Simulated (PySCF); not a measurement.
Fill in the blanks.

Species: C₇H₅F₃.
SMILES: `C=C1C=CC(C(F)(F)F)=C1`

Conformer (atom-mapped SMILES and torsion angles): `[CH2:1]=[C:2]1[CH:3]=[CH:4][C:5]([C:6]([F:7])([F:8])[F:9])=[CH:10]1`: C4–C5–C6–F7 60°.

```json
{"property": "point group of the GFN2-xTB geometry", "level": "GFN2-xTB", "value": "?"}
{"property": "rotational constants A, B, C of the GFN2-xTB geometry", "level": "GFN2-xTB", "value": "?"}
{"property": "dipole moment", "level": "CAM-B3LYP/def2-SVPD", "value": "?"}
{"property": "HOMO energy", "level": "CAM-B3LYP/def2-SVPD", "value": "-8.38 eV"}
{"property": "LUMO energy", "level": "CAM-B3LYP/def2-SVPD", "value": "-1.49 eV"}
{"property": "lowest singlet excitation", "level": "TDDFT CAM-B3LYP/def2-SVPD", "value": "?"}
{"property": "strongest line among the 8 lowest singlet transitions", "level": "TDDFT CAM-B3LYP/def2-SVPD", "value": "S2 at 5.45 eV (227 nm, f = 0.449)"}
{"property": "lowest triplet excitation (Tamm–Dancoff)", "level": "TDA CAM-B3LYP/def2-SVPD", "value": "2.42 eV"}
{"property": "static isotropic polarisability", "level": "CAM-B3LYP/def2-SVPD", "value": "84.9 au"}
{"property": "electronic spatial extent ⟨r²⟩ about the centre of nuclear charge", "level": "CAM-B3LYP/def2-SVPD", "value": "1480 bohr²"}
```

Gas-phase values; electronic properties from PySCF, density fitting. Geometry: GFN2-xTB; no solvent, vibrations or thermal averaging.

**Question.** Give the rotational constants A, B, C of the GFN2-xTB geometry.

**Answer.** 3.068, 0.842, 0.746 GHz.

**Question.** What is the dipole moment?

**Answer.** 3.86 D.

**Question.** Give the lowest singlet excitation.

**Answer.** 3.64 eV (341 nm, f = 0.010).

**Question.** What is the point group of the GFN2-xTB geometry?

**Answer.** Cs.

The vertical singlet–triplet gap S1 − T1 is 1.22 eV (TDDFT singlet less Tamm–Dancoff triplet; S1: HOMO→LUMO, weight 0.99; T1: HOMO→LUMO, weight 0.95). In wavenumbers S1 is 29400 cm⁻¹ (1 eV = 8065.54 cm⁻¹). The dipole equals about 12.9 × 10⁻³⁰ C·m (1 D = 3.33564 × 10⁻³⁰ C·m). The rotational constants make it an asymmetric top with κ = (2B − A − C)/(A − C) = -0.92, nearer the prolate limit (−1). The principal polarisabilities are 54.1, 77.9 and 122.8 au; their mean is the isotropic value.

For the TDDFT job (CAM-B3LYP/def2-SVPD), the run took about 2.4 min of CPU time (one thread, shared machine).
